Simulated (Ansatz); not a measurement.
Start from `C[NH][GeH]([F])[F]` and change one atom or group to get `[F][GeH]([F])[F]`.

Ansatz, PBE0-D4/def2-TZVP geometries, multiplicity 1. Each molecule was computed in one conformer, which needn't be the lowest.

Scalar relativity is left out up to krypton.

```
                                      property  `C[NH][GeH]([F])[F]`
         HOMO–LUMO gap (B3LYP/def2-TZVPP) / eV                  7.40
           HOMO energy (B3LYP/def2-TZVPP) / eV                 -7.33
            HOMO energy (PBE0/def2-TZVPP) / eV                 -7.56
zero-point energy (PBE0-D4/def2-TZVP) / kJ/mol                 176.6
         LUMO energy (ωB97M-V/def2-TZVPP) / eV                  2.14
             HOMO energy (PBE/def2-TZVPP) / eV                 -6.11
```

(1) Give the same properties after the change, and the shifts. (An estimate is asked.)

Answers

(1) The calculation gave: 
```json
{"property": "HOMO–LUMO gap (B3LYP/def2-TZVPP) / eV", "`[F][GeH]([F])[F]`": "10.23", "shift": "2.83"}
{"property": "HOMO energy (B3LYP/def2-TZVPP) / eV", "`[F][GeH]([F])[F]`": "-11.11", "shift": "-3.78"}
{"property": "HOMO energy (PBE0/def2-TZVPP) / eV", "`[F][GeH]([F])[F]`": "-11.35", "shift": "-3.79"}
{"property": "zero-point energy (PBE0-D4/def2-TZVP) / kJ/mol", "`[F][GeH]([F])[F]`": "40.0", "shift": "-136.6"}
{"property": "LUMO energy (ωB97M-V/def2-TZVPP) / eV", "`[F][GeH]([F])[F]`": "1.62", "shift": "-0.52"}
{"property": "HOMO energy (PBE/def2-TZVPP) / eV", "`[F][GeH]([F])[F]`": "-9.58", "shift": "-3.47"}
```

With PBE0 the HOMO falls by 3.79 eV and the LUMO falls by 0.91 eV, so the gap widens by about 2.88 eV. PBE moves the HOMO by -3.47 eV and ωB97M-V by -3.76 eV. The zero-point energy changes by -136.6 kJ/mol with -15 modes.

B3LYP here is the variant with VWN-RPA as its local correlation; programs differ in this.
